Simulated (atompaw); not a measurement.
## Ranking PAW (atompaw) potentials for germanium

All share these settings but for the change named:

- Element: germanium
- Generator: atompaw 4.2.0.5
- Type: PAW
- Functional: PBE
- Relativity: scalar-relativistic
- Frozen core: [Ne]
- Valence charge: 22
- Reference configuration: 3s2 3p6 3d10 4s2 4p2
- Partial waves: 3s (bound): rc 0.85 bohr; 4s (bound): rc 1.30 bohr; 3p (bound): rc 1.05 bohr; 4p (bound): rc 1.30 bohr; 3d (bound): rc 1.30 bohr; 3d channel at -1.7 Ry: rc 1.30 bohr
- Local potential: bessel scheme, radius 1.10 bohr
- Core correction: smooth core density matched at 1.20 bohr
- Augmentation charge: sinc compensation charge, radius 1.25 bohr; PAW radius 1.30 bohr; waves and projectors: custom polynom vanderbiltortho

Cutoff: the first of the cutoffs (Ry, on a coarse ladder) from which the occupation-weighted sum of valence levels, in a spherical-Bessel basis at the reference potential, stays within 10 and 1 mRy of its value at 400 Ry; the density cutoff is not measured.

The base gives 120 Ry.

Of 9 variants that were run, those that failed, showed a ghost or another fault, or gave nearly equal values are left out.

(1) Rank these variants from softest to hardest (loose cutoff).
A. all radii scaled by about 1.24 (s 1.06, p 1.30, d 1.62 bohr); local potential bessel scheme, radius 1.36 bohr; augmentation sinc compensation charge, radius 1.56 bohr; PAW radius 1.62 bohr; waves and projectors: custom polynom vanderbiltortho; core correction smooth core density matched at 1.50 bohr
B. all radii scaled by about 1.12 (s 0.96, p 1.18, d 1.46 bohr); local potential bessel scheme, radius 1.24 bohr; augmentation sinc compensation charge, radius 1.40 bohr; PAW radius 1.46 bohr; waves and projectors: custom polynom vanderbiltortho; core correction smooth core density matched at 1.36 bohr
C. all radii scaled by about 0.86 (s 0.74, p 0.90, d 1.12 bohr); local potential bessel scheme, radius 0.94 bohr; augmentation sinc compensation charge, radius 1.08 bohr; PAW radius 1.12 bohr; waves and projectors: custom polynom vanderbiltortho; core correction smooth core density matched at 1.04 bohr
D. all radii scaled by about 0.94 (s 0.80, p 1.00, d 1.22 bohr); local potential bessel scheme, radius 1.04 bohr; augmentation sinc compensation charge, radius 1.18 bohr; PAW radius 1.22 bohr; waves and projectors: custom polynom vanderbiltortho; core correction smooth core density matched at 1.14 bohr
E. all radii scaled by about 0.77 (s 0.66, p 0.80, d 1.00 bohr); local potential bessel scheme, radius 0.84 bohr; augmentation sinc compensation charge, radius 0.96 bohr; PAW radius 1.00 bohr; waves and projectors: custom polynom vanderbiltortho; core correction smooth core density matched at 0.92 bohr

## Answers

(1) A (80 Ry), B (100 Ry), D (140 Ry), C (160 Ry), E (200 Ry).
